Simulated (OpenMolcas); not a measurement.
Computed levels of 4f3 in ions with 57 electrons, in cm-1 above 4I* 9/2.

* Program: OpenMolcas 26.06
* Method: CASSCF
* Basis: ANO-R2
* Scalar Hamiltonian: X2C, finite nucleus
* Spin-orbit coupling: state interaction with AMFI integrals over the reference wave functions, term energies averaged over their components

Active space for each ion: 3 electrons in 7 orbitals (4f).

| Level | Pr2+ | Pm4+ |
| --- | --- | --- |
| 4I* 11/2 | 1467 | 2542 |
| 4I* 13/2 | 3075 | 5268 |
| 4I* 15/2 | 4789 | 8114 |
| 4F* 3/2 | 13489 | 17776 |
| 2H* 9/2(1) | 13550 | 18015 |
| 4F* 5/2 | 14271 | 19182 |
| 4S* 3/2 | 14991 | 20329 |
| 4F* 7/2 | 15046 | 20441 |
| 4F* 9/2 | 15901 | 21939 |

Task: Estimate 4I* 15/2, 4F* 3/2, 2H* 9/2(1) for Nd3+ from its neighbours Pr2+ and Pm4+.

Result: 4I* 15/2 is fine structure, which grows about as the fourth power of a screened charge, so the fourth roots are averaged: ((4789^0.25 + 8114^0.25) / 2)^4 = 6288. The calculation gives 6395, so the estimate is off by -1.7 %; the measured value is 5989 (the list in Arab et al., J. Quant. Spectrosc. Radiat. Transfer 229, 145 (2019) and Gaigalas et al. (2019), from Wyart et al. (2007)).
4F* 3/2 is another term, which grows about linearly with the charge: (13489 + 17776) / 2 = 15632. The calculation gives 15839, so the estimate is off by -1.3 %; the measured value is 11698 (the list in Arab et al., J. Quant. Spectrosc. Radiat. Transfer 229, 145 (2019) and Gaigalas et al. (2019), from Wyart et al. (2007)).
2H* 9/2(1) is another term, which grows about linearly with the charge: (13550 + 18015) / 2 = 15782. The calculation gives 15976, so the estimate is off by -1.2 %; the measured value is 12800 (the list in Arab et al., J. Quant. Spectrosc. Radiat. Transfer 229, 145 (2019) and Gaigalas et al. (2019), from Wyart et al. (2007)).

Mixed levels, with the weight of the term that names them: Pm4+ 2H* 9/2(1) (74 %).

High states are left out of the spin-orbit mixing, which shifts the levels that they would mix with. Without dynamic correlation excited terms often stand tens of per cent too high (terms of higher spin than the ground term too low), and those without a measured partner can miss by more than the paired ones. Some levels mix across a computed gap that differs much from the measured one, so their mixing is not that of the real levels (holds for Pr2+; Nd3+). Measured partners are found by configuration, term and J. A level has none where our copy of the source lacks it or the pairing is in doubt (some pairs that miss far off the trend of their configuration count as doubtful), and it then counts in no deviation. Only configurations of the active space appear.

A number in round brackets counts repeated terms of one configuration in the order of the reference energies. * marks odd parity.
